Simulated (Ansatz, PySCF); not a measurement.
CaO₂, SMILES [O]1[O][Ca]1. Atoms are numbered in the order given.

```xyz
3

Ca     0.0000     0.0000     0.8083
O      0.0000    -0.7424    -1.0114
O      0.0000     0.7424    -1.0114
```
Charge 0, spin multiplicity 1.

Coordinates come from a PBE0-D3(BJ)/def2-TZVP optimisation.

Two levels are set side by side: PBE-D3(BJ)/def2-TZVP (Ansatz, a first-principles code) and PBE0-D3(BJ)/def2-TZVP (Ansatz). Each level has its own optimised geometry; the coordinates shown are those of the second. Frequencies come from the Hessian of PySCF at each geometry. Differences are taken from unrounded values.

| quantity | PBE0-D3(BJ) | PBE-D3(BJ) | PBE-D3(BJ) minus PBE0-D3(BJ) |
|---|---|---|---|
| mean bond length (Å) | 1.805 | 1.828 | 0.023 |
| bond Ca1–O2 (Å) | 1.965 | 1.983 | 0.017 |
| bond Ca1–O3 (Å) | 1.965 | 1.983 | 0.017 |
| bond O2–O3 (Å) | 1.485 | 1.519 | 0.034 |
| highest harmonic wavenumber (cm⁻¹) | 867 | 796 | -71 |
| mean harmonic wavenumber (cm⁻¹) | 682 | 638 | -44 |
| zero-point energy (kcal/mol) | 2.93 | 2.74 | -0.19 |

Exact exchange shortens and stiffens bonds; PBE has none. Differences between two approximate levels are no errors against the true value.
